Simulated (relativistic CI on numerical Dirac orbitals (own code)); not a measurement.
## W XXIX: q coefficients and field-shift factors

Calculated at this level of theory: Dirac-Coulomb-Breit CI, orbitals from a KLI potential per configuration, derivatives by finite differences, unscaled Slater integrals, QED left out (own radial code, finite nucleus).

Configurations in the expansion (outside the closed core [Ar] 3d10): 4s2 4p6 4d10, 4s2 4p6 4d9 4f, 4s2 4p5 4d10 4f, 4s 4p6 4d10 4f, 4s2 4p6 4d9 5s, 4s2 4p6 4d9 5p. Double excitations out of closed p, d and f shells are left out; levels of such configurations are missing from the list, as are those of other unlisted configurations, and high levels can miss mixing partners.

With x = (α/α₀)² − 1 an excitation energy changes as ω = ω₀ + qx; K = 2q/ω₀ is the relative enhancement. Terms are leading LS components, so labels can repeat. The field-shift factor is F = δν/δ⟨r²⟩ for the transition from the lowest level.

Lowest level 4s2 4p6 4d10 1S_0.

| Level | ω₀ (cm⁻¹) | q (cm⁻¹) | K | F (GHz/fm²) |
| --- | --- | --- | --- | --- |
| 4s2 4p6 4d9 4f 3P°_0 | 1531947 | -1850 | -0.00242 | 19.9 |
| 4s2 4p6 4d9 4f 3P°_1 | 1549362 | 6159 | 0.00795 | 20.3 |
| 4s2 4p6 4d9 4f 3P°_2 | 1583004 | 16020 | 0.0202 | 20.8 |
| 4s2 4p6 4d9 4f 3H°_5 | 1588420 | -1677 | -0.00211 | 20.4 |
| 4s2 4p6 4d9 4f 3H°_6 | 1603529 | 24780 | 0.0309 | 21.4 |
| 4s2 4p6 4d9 4f 3F°_3 | 1612568 | 999 | 0.00124 | 20.4 |
| 4s2 4p6 4d9 4f 1D°_2 | 1616337 | 16660 | 0.0206 | 21 |
| 4s2 4p6 4d9 4f 3G°_4 | 1619294 | 1611 | 0.00199 | 20.6 |
| 4s2 4p6 4d9 4f 3F°_4 | 1641958 | 27370 | 0.0333 | 21.5 |
| 4s2 4p6 4d9 4f 3G°_5 | 1656465 | 26350 | 0.0318 | 21.8 |
| 4s2 4p6 4d9 4f 3D°_3 | 1664239 | 27630 | 0.0332 | 21.8 |
| 4s2 4p6 4d9 4f 3D°_1 | 1670007 | 65650 | 0.0786 | 22.5 |
| 4s2 4p6 4d9 4f 3H°_4 | 1714357 | 120900 | 0.141 | 23.9 |
| 4s2 4p6 4d9 4f 1D°_2 | 1721826 | 132500 | 0.154 | 24.3 |
| 4s2 4p6 4d9 4f 3F°_2 | 1740648 | 140600 | 0.162 | 24.5 |
| 4s2 4p6 4d9 4f 1H°_5 | 1755568 | 151600 | 0.173 | 25.2 |
| 4s2 4p6 4d9 4f 3G°_3 | 1764965 | 136300 | 0.154 | 24.6 |
| 4s2 4p6 4d9 4f 1F°_3 | 1784240 | 140500 | 0.157 | 25 |
| 4s2 4p6 4d9 4f 3G°_4 | 1784672 | 154200 | 0.173 | 25.4 |
| 4s2 4p6 4d9 4f 1P°_1 | 2081917 | 82370 | 0.0791 | 25.5 |
| 4s2 4p6 4d9 5s 3D_3 | 2847382 | -461000 | -0.324 | 710 |
| 4s2 4p6 4d9 5s 1D_2 | 2855429 | -459000 | -0.321 | 708 |
| 4s2 4p6 4d9 5s 3D_1 | 2978536 | -328400 | -0.221 | 714 |

At this charge energies of transitions that change n are usually good to better than 1 %, and those within a shell (Δn = 0) to a few per cent.
